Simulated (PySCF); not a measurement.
PySCF input file for WO₂F₂, SMILES [O]=[W](=[O])([F])[F], multiplicity 1, B3LYP-D3(BJ)/def2-SVP. Geometry: B3LYP-D3(BJ)/def2-SVP. The spin state was assumed, not searched. The isomer is the one that the SMILES or the coordinates give; other isomers of the formula were not compared. The def2 effective core potentials stand for the cores of W; spin–orbit coupling is left out.

```python
import numpy as np
from pyscf import gto, scf, dft, df
from pyscf.hessian import thermo

mol = gto.M(
    atom='''
    W     0.00000000   -0.00000000    0.01494124
    O     0.00000002   -1.36111747    1.03957036
    O     0.00000001    1.36111748    1.03957036
    F    -1.57579428   -0.00000000   -0.98548762
    F     1.57579426    0.00000000   -0.98548765
    ''',
    basis='def2-SVP',
    ecp={'W': 'def2-svp'},
    charge=0,
    spin=0,
    max_memory=1600,
    verbose=3,
)
mf = dft.RKS(mol, xc='b3lyp').density_fit(auxbasis='def2-universal-jkfit')
mf.disp = 'd3bj'
mf.grids.level = 3
mf.conv_tol = 1e-11
mf.max_cycle = 100
mf.kernel()

# [left out here: the lines that compute and print the analytic Hessian (its translational invariance restored by hand, since the grid's response is missing), thermochemistry and intensities]
```

Log of the run:

```
converged SCF energy = -417.187092999958

WARN: DFTD3 does not support analytical Hessian, using finite difference


WARN: Mole.unit (angstrom) is changed to Bohr

Mode                                 0                   1                   2
Irrep
Freq [cm^-1]                      175.8648            217.4008            253.9414
Reduced mass [au]                  20.6116             21.1473             17.0369
Force const [Dyne/A]                0.3756              0.5889              0.6473
Char temp [K]                     253.0303            312.7914            365.3652
Normal mode                   x     y     z       x     y     z       x     y     z
       0   W                 0.00  0.00 -0.02   -0.00 -0.03  0.00   -0.00 -0.00  0.00
       1   O                -0.00  0.01 -0.02    0.00  0.03  0.09   -0.14  0.00  0.00
       2   O                -0.00 -0.01 -0.02    0.00  0.03 -0.09    0.14 -0.00  0.00
       3   F                -0.09 -0.00  0.12   -0.00  0.12  0.00    0.00 -0.10 -0.00
       4   F                 0.09 -0.00  0.12    0.00  0.12  0.00    0.00  0.10  0.00
Mode                                 3                   4                   5
Irrep
Freq [cm^-1]                      257.0307            359.9699            710.6096
Reduced mass [au]                  18.7778             16.9769             20.1657
Force const [Dyne/A]                0.7309              1.2961              5.9996
Char temp [K]                     369.8100            517.9166           1022.4090
Normal mode                   x     y     z       x     y     z       x     y     z
       0   W                 0.03 -0.00  0.00   -0.00 -0.00 -0.02   -0.00 -0.00  0.02
       1   O                -0.14  0.00  0.00    0.00  0.12  0.12    0.00 -0.01 -0.01
       2   O                -0.14 -0.00  0.00    0.00 -0.12  0.12    0.00  0.01 -0.01
       3   F                -0.01 -0.00  0.08   -0.01  0.00 -0.02   -0.13  0.00 -0.09
       4   F                -0.01  0.00 -0.08    0.01  0.00 -0.02    0.13  0.00 -0.09
Mode                                 6                   7                   8
Irrep
Freq [cm^-1]                      718.9354           1017.1402           1053.7807
Reduced mass [au]                  21.9444             17.7366             16.9456
Force const [Dyne/A]                6.6827             10.8114             11.0868
Char temp [K]                    1034.3879           1463.4382           1516.1559
Normal mode                   x     y     z       x     y     z       x     y     z
       0   W                -0.03 -0.00 -0.00   -0.00  0.02 -0.00   -0.00  0.00  0.02
       1   O                 0.01  0.00  0.00    0.00 -0.13  0.10   -0.00  0.13 -0.11
       2   O                 0.01 -0.00  0.00   -0.00 -0.13 -0.10   -0.00 -0.13 -0.11
       3   F                 0.13 -0.00  0.08   -0.00 -0.00 -0.00    0.01 -0.00  0.00
       4   F                 0.13  0.00 -0.08    0.00 -0.00 -0.00   -0.01 -0.00  0.00
temperature 298.1500 [K]
pressure 101325.00 [Pa]
Rotational constants [GHz] 3.86387 3.28955 3.04691
Symmetry number 2
Zero-point energy (ZPE) 0.01085 [Eh]   28499.077 [J/mol]
                           tot       elec      trans        rot        vib
Entropy [J/mol/K]       323.163      0.000    177.798    105.198     40.168
Cv [J/mol/K]             71.100      0.000     12.472     12.472     46.156
Cp [J/mol/K]             79.414      0.000     20.786     12.472     46.156
Internal energy [J/mol]                      3718.434   3718.434  35639.505
Internal energy [Eh]   -417.17069  -417.18709
Enthalpy [J/mol]                             6197.391   3718.434  35639.505
Enthalpy [Eh]          -417.16974
Gibbs free energy [J/mol]                  -46812.971 -27646.329  23663.439
Gibbs free energy [Eh] -417.20644
static polarisability / bohr^3: [[30.522 -0.    -0.   ]
 [-0.    38.75   0.   ]
 [ 0.    -0.    33.437]]
largest difference of analytic and finite-field dipole derivatives / e: 0.0006477810901661663
mode   freq/cm-1   IR/(km/mol)   Raman/(A^4/amu)   depolarisation
   1      175.86         8.368             0.824            0.732
   2      217.40        13.808             0.633            0.750
   3      253.94         0.000             3.556            0.750
   4      257.03        21.491             0.703            0.750
   5      359.97         4.485             3.360            0.736
   6      710.61        74.945             3.648            0.063
   7      718.94       120.556             0.484            0.750
   8     1017.14       183.275             5.707            0.750
   9     1053.78        57.205            25.494            0.035
max |gradient| / (hartree/bohr): 0.0001364908005968416
APT charges: [ 2.5011 -0.6774 -0.6774 -0.5732 -0.5732]
```

The calculation finished and met its thresholds.

Cost: around 2.1 core-minutes (rough).
